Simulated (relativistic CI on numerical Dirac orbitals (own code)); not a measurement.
# Zr XXXVII: sensitivity of the levels to the model

Base calculation: Dirac-Coulomb-Breit CI, separate exchange-only KLI orbitals for each configuration, a model potential for QED, unscaled Slater integrals.

CI space (outside the closed core 1s2): 2s2, 2s 2p, 2p2, 2p 3s, 2p 3p, 2s 3s, 2s 3p, 2s 3d, 2s 4s, 2s 4p, 2s 4d, 2s 4f, 2s 5s, 3s2, 2s 5p, 2s 5d, 2s 5f, 2s 5g, 3s 3p, 3p2. Levels of other configurations are missing.

The lowest level and the first level of each name with at least 55 % of one term (blank where a level has no safe partner in the second run):

```tsv
Level	Base (eV)	Shift (eV)
2s2 1S_0	0.00	0.00
2s 2p 3P°_0	71.06	+2.12
2s 2p 3P°_1	84.55	+2.11
2s 2p 3P°_2	170.41	+1.92
2p2 3P_0	204.44	+4.30
2s 2p 1P°_1	220.42	+1.94
2p2 3P_1	285.42	+4.17
2p2 1D_2	297.23	+4.17
2p2 3P_2	392.39	+3.97
2p2 1S_0	430.59	+3.92
2s 3s 3S_1	2814.57	+1.45
2s 3s 1S_0	2829.11	+1.48
2s 3p 3P°_0	2849.74	+2.09
2s 3p 3P°_1	2850.36	+2.09
2s 3p 1P°_1	2876.93	+2.23
2s 3p 3P°_2	2878.83	+2.02
2s 3d 3D_1	2894.89	+2.17
2s 3d 3D_2	2898.04	+2.09
2s 3d 3D_3	2904.65	+2.06
2p 3s 3P°_0	2905.23	+3.71
2p 3s 3P°_1	2911.46	+3.51
2s 3d 1D_2	2915.76	+2.09
```

At this charge energies of transitions that change n are usually good to better than 1 %, and those within a shell (Δn = 0) to a few per cent.

Question: One thing was changed in a second run, which moved the levels as shown. Which?
A. P86 correlation estimate
B. QED terms removed
C. configuration mixing switched off
D. Breit term removed

Answer: B. QED terms removed. QED shifts follow the density of s (and p1/2) electrons at the nucleus, so configurations move by their count of such electrons; where none moves, the smaller shifts of p3/2 electrons and of j = l + 1/2 against j = l − 1/2 set the pattern.

LS names give the leading component of a level, which can be under half, so a name can repeat, a term be missing and a line seem to break the LS rules.
